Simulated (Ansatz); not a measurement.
`CCB(O)Br` + `BN[SiH3]` → `BB(O)Br` + `CCN[SiH3]`  (redistribution)

Program: Ansatz. Geometries: PBE0-D4/def2-TZVP. ΔE: electronic, gas phase. CCSD(T)/CBS adds triple-zeta CCSD(T) − MP2 to the extrapolated MP2 energy (def2 sets, frozen cores). DFT in def2-TZVPP. B3LYP here is the variant with VWN-RPA as its local correlation; programs differ in this. For Br outer-core shells are correlated without core-valence functions, which leaves a few kJ/mol of doubt a bond. Scalar relativity is left out up to krypton. One conformer a species, not always the lowest.

| level | ΔE (kcal/mol) | difference from CCSD(T)/CBS |
| --- | --- | --- |
| B3LYP-D4 | 52.0 | -1.5 |
| r2SCANh-D4 | 52.8 | -0.7 |
| r2SCAN0-D4 | 53.2 | -0.3 |
| r2SCAN | 52.5 | -1.0 |
| B3LYP | 51.7 | -1.8 |
| BHLYP | 52.5 | -1.0 |
| RPA@PBE/def2-TZVPP | 52.6 | -0.9 |
| HF/def2-SVP | 52.4 | -1.1 |
| CCSD(T)/def2-SVP | 55.1 | 1.6 |
| SCS-MP2/def2-TZVPP | 54.1 | 0.6 |
| CCSD(T)/CBS | 53.5 | 0 |

Largest T1 diagnostic among the species: 0.012.

From PBE to PBE0 (25 % exact exchange), in def2-TZVPP and without D4, ΔE moves by +0.9 kcal/mol. At CCSD(T), def2-SVP lies +1.6 kcal/mol from the extrapolated value and def2-TZVPP +0.1 kcal/mol. Leaving LDA and LC-ωPBE aside and taking each functional with its dispersion term where it has one, the values, not all of them listed here, spread over 4.3 kcal/mol, from revPBE-D4 to ωB97M-V. LDA lies +2.5 kcal/mol from PBE without D4.
